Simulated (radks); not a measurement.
Species: Er LXIV. Configuration: [He] 2s2 2p1. All-electron calculation, Dirac Kohn-Sham, PBE, spin-unpolarised, spherical densities, point nucleus; open shells fill j = l - 1/2 first. Program: a radial shooting solver on a logarithmic mesh with Libxc functionals. Some entries of the table are withheld. Estimate them.

| orbital | occ. | eigenvalue (Ry) | r(max) (bohr) |
|---|---|---|---|
| 1s1/2 | 2 | -4724.981 | 0.01284 |
| 2s1/2 | 2 | (1) | 0.07151 |
| 2p1/2 | 1 | -1129.285 | 0.05325 |
| 2p3/2 | 0 | -1053.896 | 0.05909 |
| 3s1/2 | 0 | -489.9183 | (2) |
| 3p1/2 | 0 | (3) | (4) |
| 3p3/2 | 0 | (5) | (6) |

Answer. 
(1) 2s1/2 eigenvalue (Ry): -1145.860
(2) 3s1/2 r(max) (bohr): 0.1854
(3) 3p1/2 eigenvalue (Ry): -484.5972
(4) 3p1/2 r(max) (bohr): 0.1708
(5) 3p3/2 eigenvalue (Ry): -462.7538
(6) 3p3/2 r(max) (bohr): 0.1806
